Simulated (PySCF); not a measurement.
## [TiH3]+ at several levels of theory

All levels use the PBE0 minimum (singlet; Ti–H 1.621 Å (×3); H–Ti–H 67.1° (×3)), basis [Ti def2-TZVP, H def2-TZVP], no relativity, density fitting, no spin–orbit coupling, PySCF. For vertical energies the ionised species is a doublet (spins chosen at PBE0 and kept) and the electron-attached one a doublet. Open shells are unrestricted, also as the reference of the correlated levels. Dipoles are about the centre of mass. A dash marks a value that was not computed or is not defined at that level.

```xyz
4
charge 1 multiplicity 1, angstrom
Ti    0.0000    0.0000   -0.0739
H     1.0350    0.0000    1.1741
H    -0.5175    0.8964    1.1741
H    -0.5175   -0.8964    1.1741
```

```json
{"level": "CCSD(T)", "vertical IP (eV)": "16.93", "vertical EA (eV)": "6.17", "−ε(HOMO) (eV)": "–", "gap (eV)": "–", "dipole (D)": "–"}
{"level": "HF", "vertical IP (eV)": "15.78", "vertical EA (eV)": "6.36", "−ε(HOMO) (eV)": "17.25", "gap (eV)": "11.93", "dipole (D)": "4.45"}
{"level": "MP2", "vertical IP (eV)": "17.41", "vertical EA (eV)": "5.87", "−ε(HOMO) (eV)": "–", "gap (eV)": "–", "dipole (D)": "–"}
{"level": "PBE0", "vertical IP (eV)": "17.11", "vertical EA (eV)": "6.67", "−ε(HOMO) (eV)": "14.22", "gap (eV)": "5.40", "dipole (D)": "3.74"}
{"level": "PBE", "vertical IP (eV)": "17.22", "vertical EA (eV)": "6.70", "−ε(HOMO) (eV)": "12.95", "gap (eV)": "2.34", "dipole (D)": "3.52"}
{"level": "B3LYP", "vertical IP (eV)": "17.29", "vertical EA (eV)": "6.73", "−ε(HOMO) (eV)": "14.10", "gap (eV)": "4.82", "dipole (D)": "3.65"}
{"level": "r2SCAN", "vertical IP (eV)": "17.17", "vertical EA (eV)": "6.70", "−ε(HOMO) (eV)": "13.18", "gap (eV)": "2.99", "dipole (D)": "3.82"}
{"level": "wB97X", "vertical IP (eV)": "17.11", "vertical EA (eV)": "6.57", "−ε(HOMO) (eV)": "16.65", "gap (eV)": "10.47", "dipole (D)": "4.03"}
```

For TiH₃⁺ itself CCSD(T) correlates 14 electrons; T1 = 0.021, D1 = 0.052, (T) = -43 kJ/mol.

**Question.** Which levels differ least and most from CCSD(T) in the vertical IP?

**Answer.** Least: PBE0 (+0.18 eV), wB97X (+0.18 eV); most: HF (-1.15 eV).

Spin contamination in at least one species weakens the values at: HF, MP2.

Stability towards spin polarisation was not tested.
